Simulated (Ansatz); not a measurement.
Calculated with Ansatz (gas phase, PBE0-D4/def2-TZVP geometries, no zero-point term in ΔE). CCSD(T)/CBS adds triple-zeta CCSD(T) − MP2 to the extrapolated MP2 energy (def2 sets, frozen cores). This one scheme is used for every species. DFT in def2-TZVPP. B3LYP here is the variant with VWN-RPA as its local correlation; programs differ in this. Each species was taken in one conformer, which may not be the lowest.

Consider the formal exchange of groups at a C–Si bond: `O[SiH](O)C[SiH](Cl)Cl` + `[SiH3]Cl` → `O[SiH](O)C[SiH2]Cl` + `Cl[SiH2]Cl`.

```tsv
level	ΔE (kcal/mol)	difference from CCSD(T)/CBS
PBE-D4	1.6	0.1
r2SCAN-D4	1.6	0.1
PBE0-D4	1.6	0.1
B3LYP-D4	1.7	0.2
ωB97X-V	1.6	0.1
ωB97M-V	1.7	0.2
B2PLYP	1.3	-0.2
PBE	1.2	-0.3
r2SCAN	1.5	0.0
PBE0	1.2	-0.3
B3LYP	1.0	-0.5
HF/def2-TZVPP	1.1	-0.4
MP2/def2-TZVPP	1.8	0.3
SCS-MP2/def2-TZVPP	1.6	0.1
CCSD/def2-TZVPP	1.5	0.0
CCSD(T)/def2-TZVPP	1.6	0.1
HF/def2-QZVPP	1.0	-0.5
MP2/def2-QZVPP	1.7	0.2
SCS-MP2/def2-QZVPP	1.5	0.0
HF/CBS(def2)	1.0	-0.5
MP2/CBS(def2)	1.7	0.2
CCSD/CBS(def2)	1.4	-0.1
CCSD(T)/CBS	1.5	0
```

Largest T1 diagnostic among the species: 0.011.
